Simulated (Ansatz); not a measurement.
Program: Ansatz. Geometries: PBE0-D4/def2-TZVP. ΔE: electronic, gas phase. CBS: MP2 limit from def2 TZ/QZ plus the TZ coupled-cluster correction, frozen cores. DFT in def2-TZVPP. One conformer a species, not always the lowest.

Consider the isomerisation: `CSC[SiH2]O` → `C[SiH](S)CO`.

(1) Is it downhill or uphill in electronic energy at CCSD(T)/CBS, and by how much? (Best estimate.)

(2) What do these levels give: PBE-D4, r2SCAN-D4, PBE0-D4, ωB97M-V, PBE, r2SCAN, PBE0, MP2/def2-TZVPP, CCSD/def2-TZVPP, HF/def2-QZVPP, MP2/def2-QZVPP, SCS-MP2/def2-QZVPP? (Estimate.)

Largest T1 diagnostic among the species: 0.011.

Results:

(1) Ansatz gave: Uphill: ΔE = +39.1 kJ/mol.

(2) Computed: PBE-D4 24.7, r2SCAN-D4 31.2, PBE0-D4 27.6, ωB97M-V 33.3, PBE 23.8, r2SCAN 31.0, PBE0 26.9, MP2/def2-TZVPP 41.7, CCSD/def2-TZVPP 36.1, HF/def2-QZVPP 44.2, MP2/def2-QZVPP 44.1, SCS-MP2/def2-QZVPP 45.4 kJ/mol.

From PBE to PBE0 (25 % exact exchange), in def2-TZVPP and without D4, ΔE moves by +3.1 kJ/mol.
